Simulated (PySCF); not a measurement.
All values below come from PySCF 2.14.0 with ωB97X-D3(BJ)/def2-TZVP // B3LYP-D3(BJ)/def2-TZVP. All species are isolated molecules in the gas phase. 

Reference species (SMILES): `C=C=CI` (neutral, multiplicity 1).

* **dipole moment**: 1.45 D

Changed species: `C=C=CF` (whole molecule; the reference has whole molecule).

### Question
What does the change do to the dipole moment?

### Answer
the dipole moment goes up by 0.35 D, to 1.80 D.
